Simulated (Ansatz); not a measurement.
Geometry optimisation, Ansatz 0.2.0, RKS PBE0/def2-SVP.

Input file:

```yaml
crystal:
  periodic: [false, false, false]
  atoms:
    - { symbol: Zr, position_ang: [-0.78434, 0.12698, -0.433082] }
    - { symbol: "N", position_ang: [0.258154, -0.634347, 2.715141] }
    - { symbol: H, position_ang: [0.179139, -1.590149, 3.084653] }
    - { symbol: H, position_ang: [0.87541, -0.125669, 3.361635] }
    - { symbol: O, position_ang: [1.06665, 0.487392, -0.070219] }
    - { symbol: H, position_ang: [1.4441, 0.158218, 0.788247] }
    - { symbol: O, position_ang: [-1.159006, 1.020929, -2.056569] }
    - { symbol: H, position_ang: [-1.625211, 1.418254, -2.803871] }
    - { symbol: Cl, position_ang: [-1.077456, -2.203387, -0.790504] }
    - { symbol: Cl, position_ang: [-2.389598, 0.95581, 1.282573] }
    - { symbol: H, position_ang: [-0.681944, -0.204032, 2.826294] }
basis:
  gaussian: { orbitals: def2-SVP }
hamiltonian:
  xc: pbe0
relax:
  f_tol: 0.03
  max_steps: 50
output:
  orbitals: {}
```

Run as:

```bash
$ ansatz run input.yaml --threads 4 --pin off --max-ram 5120MiB --backend cpu --events-out ev --progress --plain --runs-dir out
```

Question: Where does it end, and by what steps?

Answer: It converged. The force dipped under the threshold on the way, but the program's further checks kept it going. After 21 steps the energy has fallen by 0.746 eV; H6 moved furthest, 1.37 Å. Joined: Zr1–N2 (3.40 → 2.44 Å).

```tsv
step	energy less start (eV)	largest force component (eV/Å)	accepted
0	0.0000	0.936	yes
1	-0.0846	0.570	yes
2	-0.1189	0.836	yes
3	-0.1853	0.851	yes
4	-0.3218	1.397	yes
5	-0.3973	1.930	yes
6	-0.4917	0.647	yes
7	-0.5392	0.950	yes
8	-0.5937	0.454	yes
9	-0.6282	0.391	yes
10	-0.6697	0.312	yes
11	-0.6760	0.541	yes
12	-0.7121	0.644	yes
13	-0.7097	1.049	no
14	-0.7231	0.372	yes
15	-0.7342	0.181	yes
16	-0.7440	0.039	yes
17	-0.7443	0.033	yes
18	-0.7392	0.502	no
19	-0.7460	0.012	yes
20	-0.7448	0.070	no
21	-0.7461	0.016	yes
```

```xyz
11
Properties=species:S:1:pos:R:3
Zr -0.642 0.114 0.141
N -0.257 -0.735 2.393
H 0.225 -1.634 2.374
H 0.323 -0.086 2.926
O 1.238 0.539 0.346
H 1.886 0.944 -0.238
O -0.976 0.767 -1.619
H -1.262 1.057 -2.485
Cl -1.146 -2.214 -0.219
Cl -2.160 1.523 1.368
H -1.123 -0.865 2.917
```

Whether the end is a true minimum wasn't checked by a vibrational analysis.

Time of the run: 3.5 min on 4 threads of AMD EPYC 7571 (shared host), peak memory 0.4 GiB.
